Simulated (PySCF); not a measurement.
C₂H₅ClO₂Si, SMILES C=C(Cl)[SiH](O)O. The structure is a stationary point at B3LYP-D3(BJ)/def2-SVP. The structure was generated by enumeration, and PubChem lists no compound with its InChIKey, so it may never have been made. Other conformers were not sampled.

Q: Give the equilibrium geometry at B3LYP-D3(BJ)/def2-SVP (PySCF confirms it by a frequency run) as a Z-matrix. (Estimate from the structure and the level; the computed values follow.)

A: One answer among several that fit: 
```
C
C 1 1.3352
H 2 1.0938 1 123.04
H 2 1.0941 3 118.30 1 -179.96
Cl 1 1.7748 2 120.36 3 0.17
Si 1 1.8843 2 126.05 3 179.83
O 6 1.6571 1 110.01 2 -14.17
H 7 0.9651 6 116.55 1 -74.69
O 6 1.6612 7 110.40 8 43.17
H 9 0.9664 6 114.84 7 -142.77
H 6 1.4786 7 105.77 8 165.46
```
Charge 0, spin multiplicity 1.
